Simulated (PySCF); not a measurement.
**Molecular orbitals of PdC**

M06-2X at R = 1.746 Å; Pd def2-TZVPP with ECP28, C def2-TZVPP; scalar-relativistic core potentials (PySCF 2.14). State: ³Π (triplet), unpaired electrons σ ↑, π ↑. Only the outer orbitals are listed, counted within each symmetry, core potentials removing the inner ones.

```
spin  orbital  occ.  ε (eV)  on Pd (%)           main shells (%)
   α       4σ     1  -18.75         20           78 C s, 15 Pd d
   α       2π     1  -11.87         76           76 Pd d, 23 C p
   α       5σ     1  -11.37         54   53 Pd d, 28 C p, 17 C s
   α       2π     1  -11.09         79           79 Pd d, 19 C p
   α       1δ     1  -10.15        100                  100 Pd d
   α       1δ     1  -10.15        100                  100 Pd d
   α       3π     1   -6.74         29           71 C p, 21 Pd d
   α       6σ     1   -6.70         62  47 Pd s, 39 C p, 14 Pd d
   α       3π     0   -1.95         37  63 C p, 21 Pd p, 16 Pd d
   α       7σ     0   -0.68         81  42 Pd s, 29 Pd p, 19 C p
   α       4π     0    1.05        102                  101 Pd p
   β       4σ     1  -16.96         29           67 C s, 24 Pd d
   β       2π     1  -10.99         87           87 Pd d, 12 C p
   β       2π     1  -10.61         88           88 Pd d, 10 C p
   β       1δ     1   -9.94         80           79 Pd d, 13 C s
   β       1δ     1   -9.83        100                  100 Pd d
   β       5σ     1   -9.70         74    74 Pd d, 17 C s, 9 C p
   β       6σ     0   -2.34         81  67 Pd s, 19 C p, 10 Pd p
   β       3π     0   -1.44         42           58 C p, 35 Pd p
   β       3π     0   -1.11         51           49 C p, 46 Pd p
```

Problem. Which are the highest filled and the lowest empty level, where do they sit, and how wide is the gap?

Solution. Highest filled α 6σ at -6.70 eV (in %: 47 Pd s, 39 C p, 14 Pd d); lowest empty β 6σ at -2.34 eV (in %: 67 Pd s, 19 C p, 10 Pd p); the gap at M06-2X is 4.36 eV.

- bond order (Mayer): 1.89
- ⟨S²⟩: 2.033
- charge on Pd (Mulliken, basis-dependent): 0.25
- charge on Pd (Löwdin, basis-dependent): 0.11
- dipole moment (positive dipole means Pd(−)C(+)): -2.60 D

Shares are Mulliken populations and can fall outside 0 to 100 %.

Spin–orbit coupling is left out. With d or f electrons several states lie close, and the lowest PBE0 determinant need not be the measured ground state.
